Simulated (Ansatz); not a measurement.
Consider the formal hydrolysis of the Si–S bond: `FC[SiH](S)Cl` + H₂O → `O[SiH](Cl)CF` + H₂S.

Gas-phase electronic energies from Ansatz, PBE0-D4/def2-TZVP geometries. CBS: MP2 limit from def2 TZ/QZ plus the TZ coupled-cluster correction, frozen cores. This one scheme is used for every species. Functionals use def2-TZVPP. One conformer a species, not always the lowest.

`FC[SiH](S)Cl`:

```xyz
9

F    -0.680    1.994   -1.026
C    -0.635    0.610   -0.992
Si    0.353    0.020    0.503
S     0.278   -2.102    0.399
Cl   -0.499    0.766    2.212
H    -0.169    0.252   -1.916
H    -1.661    0.228   -0.957
H     1.751    0.502    0.479
H     1.262   -2.270    1.299
```

H₂O:

```xyz
3

O     0.018    0.386    0.048
H     0.668   -0.267    0.317
H    -0.686   -0.118   -0.365
```

`O[SiH](Cl)CF`:

```xyz
9

O     0.845   -0.098    1.644
Si   -0.449   -0.178    0.655
Cl   -1.082   -2.116    0.412
C    -0.006    0.496   -1.050
F     1.182   -0.100   -1.469
H     1.670   -0.471    1.324
H    -1.535    0.595    1.289
H    -0.779    0.292   -1.797
H     0.154    1.579   -1.008
```

H₂S:

Cartesian coordinates in Å:
```
S 0.182 -0.561 0.190
H 0.832 0.530 -0.242
H -1.014 0.031 0.052
```

**Question.** Is it downhill or uphill in electronic energy at CCSD(T)/CBS, and by how much? (Best estimate.)

**Answer.** Ansatz gave: Downhill: ΔE = -10.2 kcal/mol.

**Question.** What do these levels give: PBE-D4, ωB97X-V, CCSD(T)/def2-TZVPP, MP2/def2-QZVPP, SCS-MP2/def2-QZVPP, CCSD/CBS(def2)? (An estimate is asked.)

**Answer.** The calculation gave: PBE-D4 -8.0, ωB97X-V -11.4, CCSD(T)/def2-TZVPP -11.5, MP2/def2-QZVPP -9.8, SCS-MP2/def2-QZVPP -11.3, CCSD/CBS(def2) -11.0 kcal/mol.

Largest T1 diagnostic among the species: 0.011.

The D4 term adds +1.4 kcal/mol with B3LYP and +0.7 kcal/mol with PBE0; it sums over pairs of atoms, weighted by their polarisabilities, and B3LYP, whose exchange is more repulsive, gets the larger term. In def2-TZVPP, CCSD(T) changes the Hartree–Fock value by +4.0 kcal/mol (the triples alone add +0.8 kcal/mol) and MP2 by +5.0 kcal/mol.

B3LYP here is the variant with VWN-RPA as its local correlation; programs differ in this.
